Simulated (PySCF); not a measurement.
# A run with a changed setting

The sound run of Tl(SH)3 (singlet) uses PySCF 2.14.0, RKS PBE, Tl def2-SVP with ECP60, S def2-SVP, H def2-SVP; non-relativistic Hamiltonian with scalar-relativistic core potentials where named; density fitting; no spin-orbit coupling, grid (50, 194), threshold 1e-8 and 55 cycles at the relaxed geometry:
```xyz
7

Tl    0.7119   -0.1954    0.1751
S    -0.5969    0.3333    2.2359
H    -1.7228    0.6049    1.5142
S    -0.4042   -0.3709   -2.0615
H    -1.6404   -0.1565   -1.5272
S     3.1672   -0.5838    0.3343
H     3.2493   -0.8582   -0.9995
```
This run, with dm0 from free metal ions and neutral atoms, differs:

```python
mol = gto.M(atom='''
Tl     0.71190    -0.19537     0.17507
S     -0.59695     0.33329     2.23593
H      0.29091    -0.05699     0.40663
S     -0.40423    -0.37091    -2.06155
H     -1.64040    -0.15654    -1.52717
S      3.16718    -0.58376     0.33430
H      3.24933    -0.85821    -0.99948''',
    basis={'Tl': 'def2-SVP', 'S': 'def2-SVP', 'H': 'def2-SVP'},
    ecp={'Tl': 'def2-SVP'},
    charge=0, spin=0)
mf = dft.RKS(mol, xc='PBE')
mf.grids.atom_grid = (50, 194)
mf = mf.density_fit()  # fitting sets: Tl def2-universal-JKFIT, S def2-universal-JKFIT, H def2-universal-JKFIT
mf.conv_tol = 1e-08; mf.max_cycle = 95
mf.kernel(dm0)
mf.nuc_grad_method().kernel()
```

Q: What was changed, and how did it end?

A: One atom was put far too close to the first. It converged in 12 cycles, 154.986 eV from the sound run, largest force component 732.60 eV/Å. The cycle limit differs too. These settings are unsound on purpose: the numbers aren't the compound's.
```
init E= -1377.85071072325
cycle= 1 E= -1362.24421787662  delta_E= 15.6  |g|= 0.902  |ddm|= 12.1
cycle= 2 E= -1362.08384920403  delta_E= 0.16  |g|= 0.927  |ddm|= 2.54
cycle= 3 E= -1362.282322925  delta_E= -0.198  |g|= 0.524  |ddm|= 2.12
cycle= 4 E= -1362.35730155598  delta_E= -0.075  |g|= 0.294  |ddm|= 1.13
cycle= 5 E= -1362.38936294845  delta_E= -0.0321  |g|= 0.121  |ddm|= 0.662
...
cycle= 10 E= -1362.3953787887  delta_E= -4.08e-07  |g|= 0.000188  |ddm|= 0.00165
cycle= 11 E= -1362.39537880378  delta_E= -1.51e-08  |g|= 1.91e-05  |ddm|= 0.000363
cycle= 12 E= -1362.39537880388  delta_E= -1.04e-10  |g|= 5.55e-06  |ddm|= 7.17e-05
Extra cycle  E= -1362.39537880387  delta_E= 6.37e-12  |g|= 7.12e-06  |ddm|= 3.64e-05
converged SCF energy = -1362.39537880387
```

Run from Python with OMP_NUM_THREADS=2; the lines above give its settings.
It took 6.5 s on 2 threads of Arm Neoverse N1 (shared host).
